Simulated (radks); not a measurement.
Valence configurations of the silicon ion Si2+ (all share [Ne]). All-electron calculation, Dirac Kohn-Sham, LDA (Slater exchange, Perdew-Wang correlation), spin-unpolarised, spherical densities, point nucleus; open shells fill j = l - 1/2 first. Program: a radial shooting solver on a logarithmic mesh with Libxc functionals. Energies are relative to 3s2; eigenvalues in eV.

3s2: E (eV) 0.000; e(3s1/2) -28.658
3s1 3p1: E (eV) 7.999; e(3p1/2) -21.301; e(3s1/2) -29.330
3p2: E (eV) 16.059; e(3p1/2) -21.868
3s1.5 3p0.5: E (eV) 3.992; e(3p1/2) -21.001; e(3s1/2) -29.000

NIST lists [Ne] 3s2 as the ground configuration; this level of theory agrees among the configurations tried. The energies are those of spherical spin-averaged densities, not of single terms.
